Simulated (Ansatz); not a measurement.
C3H6O3, triplet, geometry from GFN2-xTB (a higher spin typed on purpose: for a closed-shell molecule this is an excited state); MP2/6-31G* run with Ansatz (an electronic-structure program).

The Ansatz input:
Ansatz 0.2 input:
```yaml
crystal:
  periodic: [false, false, false]
  atoms:
    - {symbol: C, position_ang: [1.84417598, -0.21486119, -0.64407116]}
    - {symbol: O, position_ang: [1.12497198, -0.47866482, 0.52247035]}
    - {symbol: C, position_ang: [-0.02993387, 0.32711662, 0.73690745]}
    - {symbol: O, position_ang: [-0.07878555, 1.48154975, 0.19784924]}
    - {symbol: O, position_ang: [-1.08884693, -0.59104353, 0.48242837]}
    - {symbol: C, position_ang: [-1.78851403, -0.39926518, -0.70977666]}
    - {symbol: H, position_ang: [2.06116808, 0.85717789, -0.72547480]}
    - {symbol: H, position_ang: [2.74960368, -0.82047779, -0.58516808]}
    - {symbol: H, position_ang: [1.28174713, -0.51850982, -1.54102116]}
    - {symbol: H, position_ang: [-2.62951586, -1.09353471, -0.68246175]}
    - {symbol: H, position_ang: [-1.16625086, -0.64277602, -1.58529880]}
    - {symbol: H, position_ang: [-2.10983665, 0.64544776, -0.80091696]}
basis:
  gaussian:
    orbitals: 6-31G*
magnetization: {spin_polarized: true, initial_magnetization: 2}
correlation: {method: mp2, electrons: outside_noble_gas}
accuracy: high
```

Output, abridged:

```
Functional definition: HF
2390 factors; integrals over basis functions are off by at most 2.9e-9 eV
mean field evaluation 1: about -9286.1753 eV, gradient 3.2e1 eV
mean field evaluation 2: about -9286.1807 eV, gradient 3.2e1 eV
mean field evaluation 4: about -9291.3209 eV, gradient 5.1e0 eV
mean field evaluation 8: about -9291.6579 eV, gradient 1.1e-1 eV
mean field evaluation 16: about -9291.6574 eV, gradient 6.5e-3 eV
mean field evaluation 32: about -9291.6574 eV, gradient 6.1e-5 eV
mean field evaluation 64: about -9292.3562 eV, gradient 4.0e0 eV
mean field evaluation 96: about -9292.9278 eV, gradient 1.8e-8 eV
mean field evaluation 128: about -9291.6574 eV, gradient 1.3e-3 eV
mean field -9293.51023110 eV, -341.5302016255 hartree, gradient 2.2e-8 eV, S^2 2.011920; 10 other end points of the search recorded, 0 dependent functions left out
6 core orbitals not correlated
reference -9293.51023110 eV, -341.5302016255 hartree; 19, 17 occupied and 77, 79 virtual orbitals, 2390 factors
second order -23.22272907 eV of doubles, -0.00000000 eV of singles
Total energy: -9316.73296018 eV, -342.3836211780 hartree
```
